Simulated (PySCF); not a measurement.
Match each property card to its molecule.

Structures:
1. `C[C@@H](CF)[C@@H]1CCN([SiH3])C1`
2. `C#CCC(=C)[SiH3]`
3. `[F][Zr]([F])([F])[Br]`
4. `C1CCC1BC=C`

Card P (geometry PBE0-D3(BJ)/def2-SVP):
* Rotational constants A, B, C: 3.933, 2.044, 1.473 GHz
* Static isotropic polarisability (CAM-B3LYP/def2-SVPD): 85.9 au
* Lowest singlet excitation (TDDFT CAM-B3LYP/def2-SVPD): 6.36 eV (195 nm, f = 0.003)
* 13C chemical shifts (computed TMS as zero) by class (GIAO PBE0/pcSseg-1): 148.3 (1 C), 139.7 (1 C), 83.9 (1 C), 78.2 (1 C), 31.7 (1 C) ppm
* Lowest triplet excitation (Tamm–Dancoff) (TDA CAM-B3LYP/def2-SVPD): 4.19 eV
* HOMO energy (CAM-B3LYP/def2-SVPD): -9.04 eV
* Strongest line among the 10 lowest singlet transitions (TDDFT CAM-B3LYP/def2-SVPD): S5 at 7.02 eV (177 nm, f = 0.321)

Card Q (geometry PBE0-D3(BJ)/def2-SVP):
- Rotational constants A, B, C: 2.910, 0.475, 0.422 GHz
- Isotropic shieldings of nuclei other than C and H, by class (GIAO PBE0/pcSseg-1): 243 (1 N), 421 (1 F), 406 (1 Si) ppm
- Point group: C1
- 13C chemical shifts (computed TMS as zero) by class (GIAO PBE0/pcSseg-1): 87.8 (1 C), 58.7 (1 C), 50.8 (1 C), 44.1 (1 C), 40.4 (1 C), 35.0 (1 C), 17.0 (1 C) ppm
- HOMO energy (PBE0/pcSseg-1): -6.26 eV

Card R (geometry PBE0-D3(BJ)/def2-SVP):
- Rotational constants A, B, C: 2.826, 1.026, 1.025 GHz
- Static isotropic polarisability (wB97X-D/def2-SVPD): 57.5 au
- Dipole moment (wB97X-D/def2-SVPD): 0.06 D
- Strongest line among the 10 lowest singlet transitions (TDDFT wB97X-D/def2-SVPD): S4 at 6.67 eV (186 nm, f = 0.087)
- HOMO energy (wB97X-D/def2-SVPD): -11.17 eV

Card S (geometry PBE0-D3(BJ)/def2-SVP):
* Rotational constants A, B, C: 7.595, 1.261, 1.146 GHz
* Static isotropic polarisability (wB97X-D/def2-SVPD): 86.6 au
* Lowest singlet excitation (TDDFT wB97X-D/def2-SVPD): 5.18 eV (239 nm, f = 0.005)
* Core binding energies (ΔSCF SCAN, pcX-2 on the ionised atom, pcseg-1 elsewhere, spin-free X2C): B1s 195.0, C1s 289.7, C1s 290.0, C1s 290.2 (×2), C1s 290.2, C1s 290.6 eV
* Isotropic shieldings of nuclei other than C and H, by class (GIAO PBE0/pcSseg-1): 26 (1 B) ppm

Species are written as SMILES; each is one conformer at its optimised geometry, gas phase (atoms past krypton carry core potentials, spin–orbit coupling is left out); the electronic structure was computed with PySCF and density fitting. NMR classes are plain means over equivalent atoms (diastereotopic ones count apart unless rotation or inversion swaps them), as if these changed places fast.

Task: Which card belongs to which structure?

Result: P = 2, Q = 1, R = 3, S = 4. What ties each card to its structure:
- 1 (card Q), C7H16FNSi, monoisotopic mass 161.1 u, 10 heavy atoms: 7 C in 7 classes; the least shielded carbon (87.8 ppm) is an sp3 C–F carbon; an asymmetric top with C = 0.422 GHz, the lowest such constant on the cards.
- 2 (card P), C5H8Si, monoisotopic mass 96.0 u, 6 heavy atoms: 5 C in 5 classes; the least shielded carbon (148.3 ppm) is a fully substituted alkene carbon; an asymmetric top with C = 1.473 GHz, the highest such constant on the cards; polarisability 85.9 au for 52 electrons.
- 3 (card R), BrF3Zr, monoisotopic mass 225.8 u, 5 heavy atoms: a nearly prolate symmetric top with C = 1.025 GHz; polarisability 57.5 au for 102 electrons; dipole 0.06 D.
- 4 (card S), C6H11B, monoisotopic mass 94.1 u, 7 heavy atoms: core lines of B and C; an asymmetric top with C = 1.146 GHz; polarisability 86.6 au for 52 electrons.
